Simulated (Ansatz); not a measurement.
The same path of AlCl2F + H4Si (9 atoms, charge 0, multiplicity 1) was run twice with different band settings. Lost on the way: Si5–H9. Made: Al1–Si5, F2–H9.

Level of theory: Ansatz 0.2.0, RKS PBE0-D4/6-31G*.

Relaxed end points:

```xyz
9
Properties=species:S:1:pos:R:3
Al -0.042 0.201 0.176
F 0.219 1.258 1.412
Cl 1.571 -0.293 -1.069
Cl -1.989 -0.030 -0.555
Si 0.170 -2.791 1.090
H -0.254 -3.044 -0.302
H 1.600 -3.081 1.328
H -0.727 -3.430 2.081
H 0.004 -1.306 1.369
```

```xyz
9
Properties=species:S:1:pos:R:3
Al 0.131 -0.708 0.033
F 0.180 0.486 1.656
Cl 1.634 0.169 -1.160
Cl -1.838 0.142 -0.293
Si 0.263 -3.000 0.821
H -0.167 -3.942 -0.253
H 1.651 -3.362 1.229
H -0.633 -3.208 1.997
H -0.670 0.907 1.500
```

Common settings: movable images 9; climbing image yes; optimiser quadratic models (default); start path through a guess of the saddle point; force threshold 0.05 eV/Å; end points relaxed.

| run | spring | iteration limit |
| --- | --- | --- |
| 1 | 5.0 eV/Å² | 37 |
| 2 | 0.5 eV/Å² | 41 |

Question: What does each run give, and how far can it be trusted?

Answer: Run 1: converged after 16 iterations, highest image 1.804 eV above the first end. A vibrational analysis at the climbing image gives one clearly imaginary mode, 751i cm⁻¹: a first-order saddle point.
Run 2: converged after 16 iterations, highest image 1.805 eV above the first end. Another band between the same ends (9 images) ends at a top of the same energy, where a vibrational analysis finds 1 clearly imaginary mode.
The orbitals stay closed-shell, which can raise the energy where a bond breaks towards radicals; this wasn't checked here.
